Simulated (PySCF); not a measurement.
# Electron correlation in Cl⁻ (chlorine, charge -1)

[Ar], closed-shell 1S. Calculation: PySCF 2.14, in aug-cc-pCVTZ-DK; scalar relativity by spin-free X2C-1e. Frozen: 1s2; 16 electrons correlated.

MP2 pair energies summed by pair of shells (mhartree):

| pair | energy | share (%) |
| --- | --- | --- |
| 2p-2p | -181.60 | 35.4 |
| 3p-3p | -148.21 | 28.9 |
| 2s-2p | -54.32 | 10.6 |
| 3s-3p | -52.75 | 10.3 |
| 2p-3p | -35.16 | 6.9 |
| 2p-3s | -13.93 | 2.7 |
| 2s-2s | -9.55 | 1.9 |
| 3s-3s | -9.37 | 1.8 |
| 2s-3p | -5.68 | 1.1 |
| 2s-3s | -2.31 | 0.5 |

Total MP2 correlation energy: -512.89 mhartree.

Same-spin part -138.41 and opposite-spin part -374.48 mhartree; SCS-MP2 scales them by 1/3 and 6/5 to -495.51 mhartree.
